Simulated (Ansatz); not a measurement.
`[SiH3]SC1CO1` + `C=C[SiH2]N` → `C=C[SiH2]N[SiH3]` + `SC1CO1`  (ligand exchange at the Si–S bond)

Program: Ansatz. Geometries: PBE0-D4/def2-TZVP. ΔE: electronic, gas phase. CCSD(T)/CBS adds triple-zeta CCSD(T) − MP2 to the extrapolated MP2 energy (def2 sets, frozen cores). DFT in def2-TZVPP. B3LYP here is the variant with VWN-RPA as its local correlation; programs differ in this. Each species was taken in one conformer, which may not be the lowest.

```json
{"level": "PBE-D4", "ΔE (kJ/mol)": "11.4", "difference from CCSD(T)/CBS": "10.3"}
{"level": "r2SCAN-D4", "ΔE (kJ/mol)": "6.8", "difference from CCSD(T)/CBS": "5.7"}
{"level": "PBE0-D4", "ΔE (kJ/mol)": "8.7", "difference from CCSD(T)/CBS": "7.6"}
{"level": "B3LYP-D4", "ΔE (kJ/mol)": "1.7", "difference from CCSD(T)/CBS": "0.6"}
{"level": "ωB97X-V", "ΔE (kJ/mol)": "2.1", "difference from CCSD(T)/CBS": "1.0"}
{"level": "ωB97M-V", "ΔE (kJ/mol)": "1.7", "difference from CCSD(T)/CBS": "0.6"}
{"level": "B2PLYP", "ΔE (kJ/mol)": "0.1", "difference from CCSD(T)/CBS": "-1.0"}
{"level": "PBE", "ΔE (kJ/mol)": "10.9", "difference from CCSD(T)/CBS": "9.8"}
{"level": "r2SCAN", "ΔE (kJ/mol)": "6.8", "difference from CCSD(T)/CBS": "5.7"}
{"level": "PBE0", "ΔE (kJ/mol)": "8.3", "difference from CCSD(T)/CBS": "7.2"}
{"level": "B3LYP", "ΔE (kJ/mol)": "0.8", "difference from CCSD(T)/CBS": "-0.3"}
{"level": "HF/def2-TZVPP", "ΔE (kJ/mol)": "-7.7", "difference from CCSD(T)/CBS": "-8.8"}
{"level": "MP2/def2-TZVPP", "ΔE (kJ/mol)": "1.1", "difference from CCSD(T)/CBS": "0.0"}
{"level": "SCS-MP2/def2-TZVPP", "ΔE (kJ/mol)": "-3.0", "difference from CCSD(T)/CBS": "-4.1"}
{"level": "CCSD/def2-TZVPP", "ΔE (kJ/mol)": "-3.4", "difference from CCSD(T)/CBS": "-4.5"}
{"level": "CCSD(T)/def2-TZVPP", "ΔE (kJ/mol)": "-1.6", "difference from CCSD(T)/CBS": "-2.7"}
{"level": "HF/def2-QZVPP", "ΔE (kJ/mol)": "-8.9", "difference from CCSD(T)/CBS": "-10.0"}
{"level": "MP2/def2-QZVPP", "ΔE (kJ/mol)": "2.2", "difference from CCSD(T)/CBS": "1.1"}
{"level": "SCS-MP2/def2-QZVPP", "ΔE (kJ/mol)": "-1.8", "difference from CCSD(T)/CBS": "-2.9"}
{"level": "HF/CBS(def2)", "ΔE (kJ/mol)": "-9.1", "difference from CCSD(T)/CBS": "-10.2"}
{"level": "MP2/CBS(def2)", "ΔE (kJ/mol)": "3.8", "difference from CCSD(T)/CBS": "2.7"}
{"level": "CCSD/CBS(def2)", "ΔE (kJ/mol)": "-0.7", "difference from CCSD(T)/CBS": "-1.8"}
{"level": "CCSD(T)/CBS", "ΔE (kJ/mol)": "1.1", "difference from CCSD(T)/CBS": "0"}
```

Largest T1 diagnostic among the species: 0.012.

In def2-TZVPP, CCSD(T) changes the Hartree–Fock value by +6.1 kJ/mol (the triples alone add +1.8 kJ/mol) and MP2 by +8.8 kJ/mol.
